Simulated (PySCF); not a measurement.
An element was calculated at PBE (PySCF 2.14, spin-free X2C, a triple-zeta basis, no spin-orbit coupling), in the ground configurations that NIST lists.

* first ionisation energy: 5.566 eV
* second ionisation energy: 11.365 eV
* third ionisation energy: 24.806 eV

Question: Which element is it?

Answer: Samarium (Sm, Z = 62), in x2c-TZVPPall with one added diffuse shell each of s, p, d, f type. NIST lists 5.644, 11.078 ± 0.02, 23.55 ± 0.08 eV for these ionisation energies.
